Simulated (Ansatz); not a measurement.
Isomers of C3H6FNSi, relaxed with PBE0-D4/def2-TZVP in Ansatz; electronic energies, one conformer each and not always the lowest. Functionals use def2-TZVPP; CBS adds triple-zeta CCSD(T) − MP2 to the MP2 limit of def2-TZVPP and def2-QZVPP.

Question: Order them by energy at frozen-core CCSD(T)/CBS, lowest first. (Best estimate.)
A. `CC[Si]1(F)C=N1`
B. `F[SiH2]C1C=NC1`
C. `C[Si](C)(F)C#N`
D. `C=C=C(F)N[SiH3]`
E. `C=N/C([SiH3])=C\F`
F. `C#CN(C)[SiH2]F`
G. `C=N/C(F)=C/[SiH3]`
H. `FC1=NCC[SiH2]1`

Answer: C (0.0 kJ/mol), A (199.7 kJ/mol), F (245.8 kJ/mol), B (250.7 kJ/mol), H (325.1 kJ/mol), G (418.3 kJ/mol), D (435.3 kJ/mol), E (452.1 kJ/mol).

Question: How do B3LYP, MP2/CBS(def2), PBE-D4, B2PLYP place them (kJ/mol, against `C[Si](C)(F)C#N`)? (Best estimate.)

Answer: Ansatz gave: 
```
             isomer  B3LYP  MP2/CBS(def2)  PBE-D4  B2PLYP
`C=N/C([SiH3])=C\F`  425.4          477.5   400.9   447.0
   `FC1=NCC[SiH2]1`  314.1          341.6   272.1   327.9
  `C=C=C(F)N[SiH3]`  402.5          457.4   383.0   427.4
   `CC[Si]1(F)C=N1`  199.4          205.2   174.3   206.5
`C=N/C(F)=C/[SiH3]`  387.3          444.8   365.9   410.5
   `C#CN(C)[SiH2]F`  235.0          245.9   234.9   243.3
   `F[SiH2]C1C=NC1`  253.8          259.1   225.2   260.8
```

B3LYP here is the variant with VWN-RPA as its local correlation; programs differ in this.
